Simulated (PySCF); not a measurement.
Species: C3H9FN2Si.
Atom-mapped SMILES: `[NH2:1][SiH2:2]/[N:3]=[CH:4]/[CH2:5][CH2:6][F:7]` (hydrogens: H8, H9 on N1; H10, H11 on Si2; H12 on C4; H13, H14 on C5; H15, H16 on C6)

Method: PySCF, PBE0/def2-SV(P) geometry optimisation, gas phase; density fitting, grid level 1; the optimiser is geomeTRIC in internal coordinates, started from a GFN2-xTB structure.

Geometry at step 0:
```
atom  x, y, z in Å
N1      2.9969    0.7608    0.5053
Si2     2.2979   -0.5433   -0.3770
N3      0.6621   -0.5105    0.1733
C4     -0.4350   -0.4340   -0.4118
C5     -1.7331   -0.4680    0.3339
C6     -2.6064    0.7249   -0.0370
F7     -3.8433    0.6061    0.5480
H8      3.9955    0.8783    0.4627
H9      2.6749    0.9093    1.4484
H10     2.7243   -1.9077   -0.0409
H11     2.5625   -0.2463   -1.7870
H12    -0.5416   -0.3409   -1.5033
H13    -1.5427   -0.4793    1.4073
H14    -2.2681   -1.3834    0.0635
H15    -2.1760    1.6651    0.3213
H16    -2.7754    0.7776   -1.1180
```

Question: What forces act on the atoms?

Answer: 
```tsv
atom	Fx (eV/Å)	Fy (eV/Å)	Fz (eV/Å)
N1	0.101	-0.018	-0.163
Si2	-0.159	0.555	0.583
N3	0.595	-0.120	0.444
C4	-0.847	-0.075	0.195
C5	-0.187	0.722	-0.438
C6	-0.461	-0.472	0.426
F7	-0.065	-0.097	0.087
H8	0.513	0.222	-0.086
H9	-0.200	-0.008	0.433
H10	0.313	-0.621	0.016
H11	0.085	-0.061	-0.793
H12	0.013	0.001	-0.551
H13	0.115	-0.052	0.358
H14	-0.280	-0.336	-0.106
H15	0.311	0.281	-0.020
H16	0.152	0.079	-0.386
```

The largest, 0.87 eV/Å, acts on C4 (C5 within 3 % of it); the rms over all components is 0.356 eV/Å. The forces sum to zero within rounding, as they must for an isolated molecule in no field.

Question: Give the force on C4 in Eh/bohr and in nN.

Answer: 0.872 eV/Å ÷ 51.422 = 0.01696 Eh/bohr, and 0.872 eV/Å × 1.602 = 1.40 nN.

Question: How far is this geometry from the end of the optimisation?

Answer: 0.152 eV above it, and 0.334 Å rms away after alignment. The bonds farthest from their final lengths, with half the difference of the two atoms' forces along the bond (positive lengthens):

| bond | now (Å) | final (Å) | force along bond (eV/Å) |
| --- | --- | --- | --- |
| Si2–H11 | 1.465 | 1.505 | +0.62 |
| Si2–H10 | 1.468 | 1.500 | +0.55 |
| Si2–N3 | 1.726 | 1.752 | -0.39 |
| C4–H12 | 1.101 | 1.118 | +0.33 |
| N3=C4 | 1.246 | 1.263 | +0.69 |
| C5–H14 | 1.094 | 1.106 | +0.42 |

The angle farthest from its final value is N1–Si2–N3, 101.9° against 108.9°.

Of the 6 listed bonds off by 0.010 Å or more, this force points towards the final length in 5.

What follows is the cost of the whole optimisation. On one thread of an Arm Neoverse V2, shared host with 96 logical CPUs at a one-minute load of 72, this took 73 s and 0.55 GiB of memory at its peak.
